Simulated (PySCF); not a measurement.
BrH₃SeSi, SMILES [SiH3][Se]Br.

The structure is a stationary point at PBE-D3(BJ)/def2-SVP. The structure was generated by enumeration, and PubChem lists no compound with its InChIKey, so it may never have been made.

Method: ωB97X/def2-TZVPD (PySCF).

Isolated molecule, no solvent.

```
Property                                                                                                         Value
---------------------------------------------------------------------------------------------  -----------------------
total energy                                                                                       -5267.09760 hartree
point group                                                                                                         Cs
highest occupied level                                                                                        -9.27 eV
lowest empty level                                                                                            -0.78 eV
orbital gap                                                                                                    8.49 eV
dipole moment                                                                                                   1.63 D
quadrupole, principal values (traceless, Buckingham form, about the centre of nuclear charge)    -4.14, 0.41, 3.74 D·Å
mean static polarisability                                                                       81.3 bohr³ (12.04 Å³)
polarisability, principal values                                                               64.1, 78.3, 101.4 bohr³
```
